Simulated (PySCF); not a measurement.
## Frontier orbitals and the lowest excitations

Compound: C4H4ClNO.
Geometry (GFN2-xTB, Å), atoms numbered from 1 in this order:
```
atom  x, y, z in Å
N1    -1.6682    2.2126    0.3988
C2    -1.3744    1.1703    0.0372
C3    -1.0075   -0.1588   -0.3914
C4     0.2496   -0.6407    0.3437
C5     1.4704    0.0797   -0.1409
O6     1.5758    0.7906   -1.0800
Cl7    2.8755   -0.2779    0.8739
H8    -1.8456   -0.8295   -0.1859
H9    -0.8271   -0.1354   -1.4694
H10    0.1522   -0.4998    1.4219
H11    0.4048   -1.7084    0.1662
```

Theory: TDDFT B3LYP/def2-SVPD, vertical, gas phase, core orbitals frozen in the response in PySCF.

Frontier orbitals with the atoms that hold most of them (Löwdin shares over 4%, at most four atoms; ? is withheld):

```tsv
orbital	ε (eV)	atoms
LUMO+2	-0.02	Cl7 51%, C5 21%, O6 6%, C4 5%
LUMO+1	-0.37	C3 15%, C4 14%, C2 12%, H11 11%
LUMO	-1.88	?
HOMO	-8.84	O6 54%, Cl7 28%, C5 7%, C4 7%
HOMO-1	-9.31	?
HOMO-2	-9.50	Cl7 50%, N1 16%, C2 12%, O6 10%
HOMO-3	-9.59	N1 32%, Cl7 25%, C2 25%, C3 6%
```

(1) Which atoms hold the HOMO-1, and with what shares?

(2) Give the leading atoms of the LUMO.

(3) How does S1 compare with the orbital gap of 6.96 eV?

(4) Give energy, strength and leading configuration of S1, S2, S3 and S6, and follow the Löwdin shares of the leading atoms from the occupied to the empty orbital.

Answers

(1) Cl7 (bonded to C) 56%; N1 (bonded to C) 13%; C2 (bonded to C and N) 9%; C4 (bonded to 2 C and 2 H) 6%. By element: chlorine 56%, carbon 16% or more, nitrogen 13%.

(2) C5 (bonded to C, Cl and O) 40%; O6 (bonded to C) 33%; Cl7 (bonded to C) 11%; C4 (bonded to 2 C and 2 H) 8%. By element: carbon 48% or more, oxygen 33%, chlorine 11%.

(3) S1 is at 5.17 eV (f = 0.0000), 1.79 eV below the gap, made of HOMO→LUMO (97%). Without the coupling terms of the response equations the lowest excitation would equal the gap.

(4) 
- S1 (5.17 eV, f 0.0000), HOMO→LUMO (97%): O6 54% → 33%, Cl7 28% → 11%, C5 7% → 40%; low, almost dark, from the terminal oxygen into the C=O bond, the pattern of n→π*
- S2 (6.16 eV, f 0.0002), HOMO-1→LUMO (89%): Cl7 56% → 11%, N1 13% → at most 8%, C5 at most 7% → 40%, O6 at most 7% → 33%
- S3 (6.68 eV, f 0.017), HOMO-2→LUMO (70%): Cl7 50% → 11%, N1 16% → at most 8%, C5 at most 10% → 40%, O6 10% → 33%
- S6 (7.60 eV, f 0.035), HOMO→LUMO+1 (91%): O6 54% → at most 11%, Cl7 28% → at most 11%, C3 at most 5% → 15%, C4 7% → 14%

Löwdin shares depend on the basis, the more so with diffuse functions.

One conformer stands for the species.
